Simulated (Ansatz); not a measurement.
Species: CoO, net charge 0, quartet state. The spin state was set by rule; other spins were not relaxed. SMILES: [O]=[Co]
Geometry from a B3LYP-D3(BJ)/def2-TZVP (Ansatz, an electronic-structure program) optimisation:
```xyz
2

Co     0.0000     0.0000    -0.3710
O      0.0000     0.0000     1.2521
```
Charge 0, spin multiplicity 4.

Wanted: vertical electron affinity (to the quintet state of charge -1; a negative value means that the extra electron is unbound and the number depends on the basis; each state is the SCF solution reached for its spin; for the quintet T1 is 0.072; for the quartet the Hartree-Fock reference is unstable and T1 is 0.093), in eV. Valence correlation only, unless marked. Open shells are spin-unrestricted. Spin-orbit coupling is left out. Frozen are the shells of the preceding noble gas and the d and f shells that filled before the atom's block. Non-relativistic. Anions need diffuse functions: def2-D sets add few.  The program attaches cautions to a run behind CCSD/def2-SVPD: large difference. The program attaches cautions to a run behind CCSD/def2-TZVPPD: large difference. The program attaches cautions to a run behind CCSD(T)/def2-SVPD: large difference. The program attaches cautions to a run behind CCSD(T)/def2-TZVPPD: large difference.

```json
[
 {"level": "PBE0/def2-TZVPD", "program": "Ansatz", "vertical electron affinity (eV)": "1.45"},
 {"level": "wB97X/def2-TZVPD", "program": "Ansatz", "vertical electron affinity (eV)": "1.38"},
 {"level": "CCSD/def2-SVPD", "program": "Ansatz", "vertical electron affinity (eV)": "1.46"},
 {"level": "CCSD/def2-TZVPPD", "program": "Ansatz", "vertical electron affinity (eV)": "1.55"},
 {"level": "CCSD(T)/def2-SVPD", "program": "Ansatz", "vertical electron affinity (eV)": "1.34"},
 {"level": "CCSD(T)/def2-TZVPPD", "program": "Ansatz", "vertical electron affinity (eV)": "1.42"}
]
```
